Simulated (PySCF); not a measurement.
**CH5NOSi**

The system: CH5NOSi, a carbene (divalent C1, bonded to 1 N + 1 O); neutral, singlet. The structure, one conformer, was relaxed in the gas phase by PBE0-D3(BJ)/def2-SVP. No frequency run checks that it is a minimum.

SMILES: O[C]N[SiH3]

```csv
atom,x (Å),y (Å),z (Å)
C1,0.578,-1.698,-0.383
N2,0.870,-0.440,-0.006
Si3,-0.146,1.020,0.242
O4,-0.701,-1.894,-0.612
H5,1.864,-0.316,0.164
H6,-0.862,1.401,-1.011
H7,0.813,2.082,0.643
H8,-1.163,0.798,1.313
H9,-1.279,-1.109,-0.483
```

Shieldings: GIAO PBE0/pcSseg-2. Shifts are against computed references at the same level: C TMS (σ 184.1 ppm), H TMS (σ 31.24 ppm), Si TMS (σ 341.3 ppm). Core levels by delta-SCF with SCAN, pcX-2 on the ionised atom and pcseg-1 elsewhere, spin-free X2C (2p3/2 is the spin-free 2p value less a third of a first-order spin-orbit splitting); from the vacuum level, for chosen atoms.

Task: Give the NMR and core-level values of the distinct atoms.

Result: 
```csv
atoms,bonded to,σ (ppm),δ (ppm),core level (eV)
C1,1 N + 1 O,-122.4,306.5,1s 292.67
N2,1 C + 1 Si + 1 H,114.7,-,1s 405.85
Si3,1 N + 3 H,422.2,-80.9,2p3/2 107.83
O4,1 C + 1 H,71.7,-,1s 539.94
H5,1 N,24.83,6.42,-
H6 H7 H8,1 Si,26.62,4.63,-
H9,1 O,24.23,7.02,-
```

Values are those of this one static structure, with the three H of a rotating XH3 group averaged; atoms that internal rotation interchanges would show their mean in an NMR spectrum.

The core-hole state of C1 is spin-contaminated (⟨S²⟩ 0.83 against 0.75 for a pure doublet), so that value and differences from it are less sure.

Task: By CAM-B3LYP/def2-SVPD (TDDFT singlets, Tamm-Dancoff triplets, ionisation by delta-SCF), where does absorption start, and what does vertical ionisation take?

Result: The lowest singlet lies at 4.60 eV (f 0.014), the strongest of the first 6 at 6.95 eV (f 0.109), the lowest triplet at 2.88 eV; vertical ionisation takes 8.68 eV.
